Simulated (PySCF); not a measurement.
# Core-level binding energies of `FC(F)(F)[Si@H](P)N[SiH3]`

CH7F3NPSi2.
Z-matrix (Å and degrees, PBE0-D3(BJ)/def2-SVP geometry), rows numbered from 1:
```
F 
C   1  1.3417
F   2  1.3475  1  107.15
F   2  1.3429  1  107.15  3  -114.39
Si  2  1.9368  1  112.79  3   122.18
P   5  2.2548  2  108.76  1   -55.96
N   5  1.7279  2  108.91  1  -178.51
Si  7  1.7488  5  127.98  2    76.40
H   5  1.4899  2  106.19  1    63.09
H   6  1.4286  5   93.10  2   -38.25
H   6  1.4303  5   90.93  2    55.06
H   7  1.0171  5  115.02  2   -92.08
H   8  1.4946  7  112.81  5  -101.12
H   8  1.4915  7  106.62  5    18.55
H   8  1.4935  7  110.23  5   137.97
```

Computed with delta-SCF UKS SCAN, pcX-2 on the ionised atom, pcseg-1 elsewhere, spin-free X2C in PySCF 2.14.0. These are vertical core ionisation energies against the vacuum level, from separate self-consistent calculations with and without the core hole.

What binding energy does each computed site have?

```tsv
atom(s)	environment	level	binding energy (eV)	2p1/2 (eV)	above the level's lowest (eV)	count
P6	three-coordinate phosphorus	P 1s	2150.12	–	0.00	1
Si5	SiH silicon	Si 1s	1847.28	–	+0.04	1
Si8	SiH3 silicon	Si 1s	1847.24	–	0.00	1
F1/F3/F4	fluorine of a CF3 group	F 1s	693.59	–	0.00	3
N7	nitrogen bridging silicon atoms	N 1s	404.66	–	0.00	1
C2	CF3 carbon	C 1s	297.05	–	0.00	1
P6	three-coordinate phosphorus	P 2p3/2	136.58	137.47	0.00	1
Si5	SiH silicon	Si 2p3/2	107.41	108.04	+0.03	1
Si8	SiH3 silicon	Si 2p3/2	107.38	108.00	0.00	1
```

The 2 Si 1s values lie within 0.04 eV of each other; Gaussian lines of 0.5 eV full width would blend them into one maximum.

The 2 Si 2p3/2 values lie within 0.03 eV of each other.

Which effective nuclear charge Zeff reproduces each element's mean 1s value in the hydrogen-like formula E = 13.606 eV × Zeff²?

C (Z = 6): mean 297.1 eV, Zeff = 4.67, Z − Zeff = 1.33; N (Z = 7): mean 404.7 eV, Zeff = 5.45, Z − Zeff = 1.55; F (Z = 9): mean 693.6 eV, Zeff = 7.14, Z − Zeff = 1.86; Si (Z = 14): mean 1847.3 eV, Zeff = 11.65, Z − Zeff = 2.35; P (Z = 15): mean 2150.1 eV, Zeff = 12.57, Z − Zeff = 2.43. Means run over the listed sites, weighted by atom count.

What is the longest wavelength that can ionise Si 2p3/2 of Si8 vertically?

λ = hc/E = 12398.42 eV Å / 107.38 eV = 115.463 Å.

Topologically equivalent atoms share the value of their first member; where this conformer doesn't relate them by symmetry, their own values could differ. Spin–orbit coupling isn't in the SCF: each 2p doublet comes from a relaxed spin-free hole plus a matrix of the shell (mean-field spin–orbit coupling and the ground-state 2p splitting), with 2p3/2 averaged over its two sublevels. 2p1/2 minus 2p3/2 (ligand field included): Si 0.62 eV, P 0.89 eV. The structure is a single PBE0-D3(BJ)/def2-SVP conformer in the gas phase; no vibrational or solvent corrections.

On one thread, x86-64 server, no GPU, on a shared host, this took 57 s of wall time.
